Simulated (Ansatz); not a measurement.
C₂H₇NSi₂, SMILES `C[SiH2][SiH]1C=N1` at its PBE0-D4/def2-TZVP geometry, where that method's forces vanish. Total charge 0; spin multiplicity 1.

```xyz
12

C    -1.2519    0.7927    1.5571
Si    0.4371    0.6150    0.7636
Si    0.5000   -1.1229   -0.7797
C     1.0243   -0.8743   -2.4785
N    -0.2386   -0.8117   -2.4168
H    -1.2558    1.6232    2.2669
H    -1.5268   -0.1168    2.0956
H    -2.0139    0.9837    0.7989
H     1.4714    0.3583    1.8053
H     0.8129    1.8517    0.0254
H     0.3529   -2.5198   -0.2987
H     1.6885   -0.7791   -3.3390
```

Problem. What forces (eV/Å) does PBE-D4/def2-TZVPP give on these atoms in Ansatz 0.2.0? (An estimate is asked.)

Solution. Ansatz gave: 
```
C1   0.017  0.009  0.000
Si2  0.026 -0.094 -0.089
Si3  0.142  0.007  0.640
C4   0.636 -0.016 -0.162
N5  -0.898  0.102 -0.362
H6  -0.008  0.159  0.140
H7  -0.056 -0.169  0.100
H8  -0.146  0.034 -0.138
H9   0.108 -0.022  0.106
H10  0.044  0.133 -0.074
H11 -0.025 -0.162  0.030
H12  0.162  0.019 -0.188
```
